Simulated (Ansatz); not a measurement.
Species: GeCl4 (charge 0, singlet). 
Structure (B3LYP-D3(BJ)/def2-TZVP (Ansatz, an electronic-structure program) minimum search):
```xyz
5

Cl    -0.9542    -1.5294    -1.1416
Ge     0.0000     0.0000     0.0000
Cl     2.0871    -0.4190     0.1462
Cl    -0.2815     1.8846    -0.9602
Cl    -0.8514     0.0638     1.9555
```
Charge 0, spin multiplicity 1.

Quantity: atomisation energy (electronic, to ground-state atoms), in kJ/mol. Correlated levels leave the core frozen unless marked. UHF or UKS for open shells. Spin-orbit coupling is left out. Frozen are the shells of the preceding noble gas and the d and f shells that filled before the atom's block. Non-relativistic. The coupled-cluster limit lacks core correlation, which all-electron functionals hold. CBS marks a two-point X^-3 extrapolation of the correlation energy; Hartree-Fock from the larger set. [CCSD(T)-MP2]/basis is that difference in the basis named.

| level | program | atomisation energy (kJ/mol) |
|---|---|---|
| SVWN5/def2-TZVPD | Ansatz | 1646.8 |
| PBE/def2-TZVPD | Ansatz | 1412.6 |
| BLYP/def2-TZVPD | Ansatz | 1296.3 |
| revPBE-D4/def2-TZVPD | Ansatz + dftd4 | 1388.2 |
| PBE0/STO-3G | Ansatz | 1715.9 |
| PBE0/def2-TZVP | Ansatz | 1390.8 |
| B2GP-PLYP-D3(BJ)/def2-TZVPD | Ansatz + dftd3 | 1392.2 |

### Question
What does RI-MP2/CBS(def2-TZVPPD,def2-QZVPPD)+[CCSD(T)-MP2]/def2-TZVPPD (Ansatz) give?

### Answer
1410.3 kJ/mol, so B2GP-PLYP-D3(BJ)/def2-TZVPD differs from it by -18.1 kJ/mol.
